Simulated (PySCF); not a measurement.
# Excitation energy of Fe⁺ by level of theory

Fe⁺ [Ar] 3d6 4s1 (6D) → Fe⁺ [Ar] 3d5 4s2 (6S), as a difference of total energies. Computed with PySCF 2.14 in aug-cc-pVTZ with one added diffuse shell each of s, p, d, f, g type (9s8p6d4f3g, 118 functions), with no relativity, point nucleus. Correlated levels: valence: [Ar] frozen. The calculations carry no spin-orbit coupling.

Task: Order these methods by the excitation energy they give, lowest first.
A. wB97X-V
B. r2SCAN
C. SCS-MP2 (valence)
D. PBE0

Result: C (3.067 eV), A (3.747 eV), D (3.904 eV), B (4.094 eV).

These non-relativistic numbers lack the scalar-relativistic shift.

Errors of the correlated levels include the incompleteness of this basis and the frozen core.

For comparison: 2.839 eV (measured; NIST levels, between the centres of gravity of the two terms).
